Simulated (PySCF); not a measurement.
## Two-component Hartree-Fock for Hf³⁴⁺ (hafnium, charge +34)

Start: [Kr] 4d2; 4d3/2 filled at m_j = +1/2, +3/2. Calculated with PySCF 2.14 in an uncontracted even-tempered set (17 s from 3.5 bohr⁻², ratio 2.8; 14 p from 4.6 bohr⁻², ratio 2.8; 9 d from 4.6 bohr⁻², ratio 2.8; 3 f from 17 bohr⁻², ratio 3): generalised Hartree-Fock with the X2C-1e Hamiltonian and a Gaussian nucleus; one run each with spin-orbit coupling (SO) switched off, then screened by Boettger's factors.

```tsv
spinor shell	electrons	ε, spin-free (eV)	ε, screened SO (eV)	weight of nominal j (screened SO)	rms radius, screened SO (bohr)
1s1/2	2	-67082.8	-67063.7	1.000	0.0215
2s1/2	2	-12766.5	-12759.9	1.000	0.0869
2p1/2	2	-11381.6	-12231.8	1.000	0.0740
3s1/2	2	-4009.2	-4006.6	1.000	0.220
3p1/2	2	-3585.9	-3774.4	1.000	0.212
3p3/2	4	-3585.9	-3506.0	1.000	0.226
3d3/2	4	-3087.7	-3122.9	1.000	0.199
3d5/2	6	-3087.7	-3061.6	1.000	0.203
4s1/2	2	-1750.0	-1749.0	1.000	0.462
4p1/2	2	-1587.4	-1649.5	0.999	0.464
4p3/2	4	-1587.4	-1560.4	0.999	0.491
4d3/2	2	-1410.1	-1418.4	0.996	0.475
```

(1) Where does 2p3/2 lie, and what is the 2p spin-orbit splitting (screened SO)?

```csv
quantity,spin-free,screened SO
E (hartree),-14419.58959,-14436.24393
M_J,2,2
⟨J²⟩,8.002,6.025
⟨L²⟩,12.001,10.289
⟨S²⟩,2.000,1.581
```

Each row is a mean over spinors that exchange with the open shell spreads, by up to 16.146 eV (4p1/2).

Breit and QED terms are absent; they matter most for the inner s and p1/2 levels.

Densities and radii are taken from the X2C orbitals without a picture-change correction, which distorts them close to the nucleus.

Without spin-orbit coupling the j labels of p, d and f shells carry no meaning; the spin-free column gives the mean over the occupied spinors of each nl shell, and its ⟨J²⟩ belongs to a mixture of degenerate components.

Results:

(1) At -11031.5 eV, 1200.3 eV above 2p1/2.
